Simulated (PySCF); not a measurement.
Compound: Cd(vinyl)2, C4H6Cd (singlet state).
Structure used (PBE0-D3(BJ)/def2-SVP), in Å, numbered top down from 1:
```
atom  x, y, z in Å
Cd1   -0.5274   -0.1581    0.0015
C2    -0.4503   -0.3464    2.0876
C3     0.6604   -0.6244    2.7837
H4    -1.3692   -0.2071    2.6748
H5     1.6359   -0.7839    2.3088
H6     0.6581   -0.7106    3.8790
C7    -0.5814    0.0384   -2.0845
C8     0.1919    0.8786   -2.7859
H9    -1.2784   -0.5814   -2.6665
H10    0.9250    1.5466   -2.3178
H11    0.1354    0.9483   -3.8808
```

Theory: PySCF, PBE0-D3(BJ)/def2-SVP geometry optimisation, gas phase, def2 core potentials past Kr.

(1) Which atoms are bound to Cd1, and at what distances?

(2) What is the shape at Cd1?

(3) What are the other bond lengths?

(4) Give some angles away from the centre.

(5) What are the rotational constants (commonest isotopes, rigid rotor)?

## Answers

(1) 2 atoms: C7 2.096 Å, C2 2.096 Å. The nearest atom not counted as bound is H4, at 2.80 Å (others tie with it).

(2) Linear: angle 179.3°.

(3) C2–C3, C7–C8 1.340 Å; C2–H4, C7–H9 1.099 Å; C3–H5, C8–H10 1.097 Å; C3–H6 1.099 Å; C8–H11 1.099 Å.

(4) Cd1–C2–C3 124.5°.

(5) A = 14954, B = 1379, C = 1290 MHz: a near-prolate asymmetric top.

Point group: C2 (tolerance 0.08 Å). Charge 0, singlet. Whether it is a minimum is left open (no frequencies).

On an Arm Neoverse V1 with one thread, shared host, this took 52 s of wall time. This is the geometry optimisation.
